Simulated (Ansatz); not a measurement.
Ta₂P₂. Charge 0, multiplicity 1. Geometry PBE0-D4/def2-SVP.

Cartesian coordinates in Å:
```
Ta 0.348 0.539 -1.291
Ta -0.651 1.066 0.721
P 1.217 -0.447 0.720
P -0.914 -1.158 -0.149
```

In the def2 sets Ta takes a core potential; there is no spin–orbit coupling. The structure comes from a short search, and lower isomers may exist.

Q: Estimate the orbital energies around the gap (eV) in Ansatz with PBE-D4/def2-TZVP, PBE-D4/def2-TZVPD, r2SCAN-D4/def2-TZVPD, r2SCANh-D4/def2-TZVP, CAM-B3LYP-D4/def2-TZVP.

A: 
```
orbital  PBE-D4/def2-TZVP  PBE-D4/def2-TZVPD  r2SCAN-D4/def2-TZVPD  r2SCANh-D4/def2-TZVP  CAM-B3LYP-D4/def2-TZVP
 HOMO−9            -15.04             -15.07                -15.65                -16.28                  -18.46
 HOMO−8            -12.22             -12.25                -12.68                -13.24                  -15.34
 HOMO−7             -7.33              -7.36                 -7.56                 -7.90                   -9.44
 HOMO−6             -7.04              -7.07                 -7.23                 -7.52                   -8.88
 HOMO−5             -6.76              -6.79                 -6.99                 -7.34                   -8.82
 HOMO−4             -6.10              -6.13                 -6.28                 -6.60                   -8.06
 HOMO−3             -5.10              -5.13                 -5.32                 -5.64                   -7.14
 HOMO−2             -4.93              -4.96                 -5.08                 -5.35                   -6.66
 HOMO−1             -4.40              -4.43                 -4.56                 -4.86                   -6.30
   HOMO             -3.88              -3.92                 -4.06                 -4.36                   -5.81
   LUMO             -2.77              -2.81                 -2.58                 -2.33                   -1.42
 LUMO+1             -2.54              -2.61                 -2.44                 -2.11                   -0.79
 LUMO+2             -2.47              -2.51                 -2.23                 -1.86                   -0.61
 LUMO+3             -2.24              -2.29                 -1.99                 -1.60                   -0.10
 LUMO+4             -2.05              -2.11                 -1.84                 -1.54                   -0.05
 LUMO+5             -1.71              -1.80                 -1.55                 -1.20                    0.06
```
